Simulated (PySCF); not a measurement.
# Structure elucidation problem

Molecular formula: C₄H₆F₄. Simulated spectra:

¹H NMR (400 MHz, computed): δ 1.59 (dq, J = 20.1, 1.2 Hz, 6H).

¹³C{¹H} NMR (computed): δ 133.9 (qd, J = 351.2, 27.4 Hz), 96.1 (dq, J = 239.5, 30.1 Hz), 23.1 (d, J = 22.4 Hz, 2C).

Rapidly exchanging positions averaged, a single conformation, no relativistic terms, no solvent model. Shieldings: GIAO PBE0/pcSseg-1; GFN2-xTB structure; J: B3LYP/pcJ-1 (spin–dipole term only in couplings to heteroatoms); PySCF 2.14.

Shifts are taken against calculated references (same method and geometry level): TMS for ¹H (31.72 ppm) and ¹³C (186.93 ppm).

Question: Propose a structure and justify it.

Answer: 
1. The formula gives 0 degrees of unsaturation.
2. 3 carbon signals for 4 carbons: some carbons are equivalent by symmetry or fast rotation.
3. Carbon types of the structure: 2 × C, 2 × CH3, which accounts for all hydrogens.
4. δC 133.9: CF3 carbon; 3 electronegative neighbours deshield it.
5. δC 96.1: fully substituted sp3 carbon bonded to F; the inductive effect lowers its shielding.
6. δC 23.1: methyl carbon; saturated and bonded to C and H only.
7. δH 1.59: hydrogen on a methyl carbon.

The compound is `InChI=1S/C4H6F4/c1-3(2,5)4(6,7)8/h1-2H3`.

The data come from this structure; uniqueness wasn't tested.

Common functionals overestimate the size of one-bond C–F couplings by tens of Hz; these are unscaled. Splittings below 1 Hz are ignored in the labels, and close J values are merged. Shifts are as computed. Against solution values, carbons near 30 ppm lie about +3 ppm off and those near 130 ppm about +5 ppm. Of 1211 compounds with measured shifts, 218 miss one by over three times the rms of a fit or turn the order of signals round; such compounds aren't used in these exercises.
